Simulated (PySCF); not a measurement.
An equivalent PySCF input for Zn²⁺ (zinc, charge +2), [Ar] 3d10, closed-shell 1S, with scalar relativity by spin-free X2C-1e:

```python
from pyscf import gto, scf, dft, mp, cc
import basis_set_exchange as bse
mol = gto.M(atom="Zn 0 0 0", charge=2, spin=0, symmetry="D2h",
            basis=gto.basis.parse(bse.get_basis("aug-cc-pVQZ-DK", elements=["Zn"], fmt="nwchem")),
            nucmod="G")
mf = dft.UKS(mol, xc="R2SCAN").sfx2c1e()
mf.irrep_nelec = {'Ag': (5, 5), 'B1g': (1, 1), 'B2g': (1, 1), 'B3g': (1, 1), 'B1u': (2, 2), 'B2u': (2, 2), 'B3u': (2, 2)}
mf.kernel()
```

It reaches the same state as the run whose output follows, with an energy that differs only through the grid. The run itself started from symmetry-adapted Hartree-Fock orbitals and held the occupation by maximum overlap, on a logarithmic radial grid, so the iterations belong to that start.

```
SCF conv_tol = 1e-09
number electrons alpha = 14  beta = 14
XC functionals = R2SCAN
    J. W. Furness, A. D. Kaplan, J. Ning, J. P. Perdew, and J. Sun.,  J. Phys. Chem. Lett. 11, 8208-8215 (2020)
    J. W. Furness, A. D. Kaplan, J. Ning, J. P. Perdew, and J. Sun.,  J. Phys. Chem. Lett. 11, 9248-9248 (2020)
    J. W. Furness, A. D. Kaplan, J. Ning, J. P. Perdew, and J. Sun.,  J. Phys. Chem. Lett. 11, 8208-8215 (2020)
    J. W. Furness, A. D. Kaplan, J. Ning, J. P. Perdew, and J. Sun.,  J. Phys. Chem. Lett. 11, 9248-9248 (2020)
cycle= 1 E= -1794.86440161462  delta_E= -0.00736  |g|= 0.156  |ddm|= 0.325
cycle= 2 E= -1794.85656516952  delta_E= 0.00784  |g|= 0.324  |ddm|= 0.111
cycle= 3 E= -1794.86768627491  delta_E= -0.0111  |g|= 0.0227  |ddm|= 0.0646
cycle= 4 E= -1794.86775388397  delta_E= -6.76e-05  |g|= 0.000167  |ddm|= 0.00651
cycle= 5 E= -1794.86775388853  delta_E= -4.56e-09  |g|= 5.76e-06  |ddm|= 7.95e-05
cycle= 6 E= -1794.86775388853  delta_E= -2.73e-12  |g|= 1.16e-07  |ddm|= 9.97e-07
converged SCF energy = -1794.86775388853  <S^2> = -3.5527137e-15  2S+1 = 1
```
